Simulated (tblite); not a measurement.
C5H6FO (doublet state).
Numbering: `[H]/[C:1]=[CH:2]\[C:3]1([F:4])[CH2:5][O:6][CH2:7]1` (hydrogens: H8 on C1; H9 on C2; H10, H11 on C5; H12, H13 on C7)

Geometry (GFN2-xTB, Å), atoms numbered from 1 in this order:
```
atom  x, y, z in Å
C1     2.4458   -0.5960    0.0049
C2     1.2565   -0.4193    0.4701
C3     0.0536    0.0675   -0.3231
F4     0.4018    0.3076   -1.6291
C5    -1.2342   -0.7546   -0.1639
O6    -1.8406    0.2997    0.5844
C7    -0.7626    1.1982    0.3207
H8     2.9735   -0.5010   -0.9143
H9     1.0030   -0.6086    1.5065
H10   -1.7441   -0.9328   -1.1151
H11   -1.1598   -1.6837    0.4040
H12   -0.3560    1.6447    1.2299
H13   -1.0414    1.9789   -0.3928
```

Calculated harmonic vibrations of the isolated species, GFN2-xTB (tblite), most abundant isotopes, no scaling. This tight-binding method is rough: wavenumbers can miss measured ones by several per cent, in bad cases by 10 to 20. One conformer, not necessarily the lowest. Open shells enter through the occupations alone, without spin polarisation, and single modes of such species can be off by tens of per cent.

Harmonic wavenumbers (cm⁻¹): 68.8, 109.4, 237.5, 287.6, 368.6, 419.0, 431.4, 629.6, 645.3, 774.7, 826.9, 900.9, 917.8, 934.4, 1015.7, 1063.2, 1072.7, 1092.3, 1110.8, 1132.1, 1168.4, 1219.7, 1234.9, 1266.3, 1450.0, 1460.2, 1715.2, 2943.0, 2944.4, 2969.7, 2972.0, 3011.5, 3209.4.

A = 5102, B = 2145, C = 1933 MHz; mass 101.040 u (most abundant isotopes); point group Cs, symmetry number 1; spin multiplicity 2.

Question: What is the zero-point energy?

Answer: Half the sum of the wavenumbers: 20802 cm⁻¹ = 248.84 kJ/mol.

Question: Give the ideal-gas entropy at 500 K and 1 bar in the rigid-rotor, harmonic-oscillator model (classical rotation).

Answer: Translation 177.17, rotation 119.92, vibration 121.51, spin (R ln 2) 5.76: S = 424.4 J/(mol K).

Question: And Cp and H(500 K) − H(0)?

Answer: Cp = 169.10 J/(mol K), of which vibrations give 135.84 (their classical limit is 33 R = 274.4); H(500 K) − H(0) = 49.77 kJ/mol without the zero-point energy, 33.14 from vibrations.

Question: Blend soft modes into free rotors: weight 1/[1 + (100 cm⁻¹/ν̃)⁴] for the oscillator and the rest for a rotor with moment μB/(μ + B), μ = h/(8π²ν), B = 10⁻⁴⁴ kg m². What vibrational entropy results?

Answer: 114.72 J/(mol K) in place of 121.51, which changes −T·S at 500 K by +3.40 kJ/mol.

Question: Which modes carry the vibrational entropy at 500 K?

Answer: 68.8 cm⁻¹: 21.79; 109.4 cm⁻¹: 17.96; 237.5 cm⁻¹: 11.64; 287.6 cm⁻¹: 10.12; 368.6 cm⁻¹: 8.20; 419.0 cm⁻¹: 7.25 J/(mol K); the other 27 give 44.55 together.

Hindered rotation and anharmonicity are outside this model. Other conformers, if any are populated, would add a mixing term that is left out.
